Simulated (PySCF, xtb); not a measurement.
2-bromo-1,1-difluoroethane (C2H3BrF2), SMILES FC(F)CBr. One conformer was computed; it need not be the lowest.

Harmonic wavenumbers (cm⁻¹) from GFN2-xTB (xtb) at its own minimum, in rising order: 62, 175, 312, 425, 506, 685, 843, 993, 1028, 1097, 1143, 1215, 1268, 1292, 1405, 2904, 3003, 3010.

Question: What does PySCF 2.14.0 with PBE0-D3(BJ)/def2-SVP give at its own minimum? (An estimate is asked for; the answer gives what the named calculation found.)

Answer: 101, 180, 335, 462, 570, 739, 864, 1029, 1143, 1169, 1226, 1250, 1394, 1427, 1446, 3102, 3127, 3211. Paired by order, the mean absolute difference is 78 cm⁻¹ and the zero-point energies are 30.5 and 32.6 kcal/mol.
